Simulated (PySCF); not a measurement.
Input for PySCF: R-B3LYP/LANL2DZ on ClHSn (SMILES [Cl][SnH]), a point of a bond scan (R = 3.234 Å).

```python
from pyscf import gto, scf, dft, mp
from pyscf.data.elements import chemcore

mol = gto.M(
    atom='''
    Sn   -0.30483669   -0.30030482    0.41765924
    H    -1.42233025   -0.94349575   -0.81898880
    Cl    1.43002358    1.37241812   -1.73949623
    ''',
    basis='lanl2dz',
    ecp={'Cl': 'lanl2dz', 'Sn': 'lanl2dz'},
    charge=0, spin=0, verbose=3, max_memory=1800)
mf = dft.RKS(mol, xc='b3lyp')
mf.conv_tol = 1e-8
mf.max_cycle = 100
mf.kernel()
if not mf.converged:
    mf = mf.newton().run(mf.mo_coeff, mf.mo_occ)
```

Program output:

```
converged SCF energy = -18.9001003013207
```

The run converged.

Cost: around 2.3 core-seconds (rough).
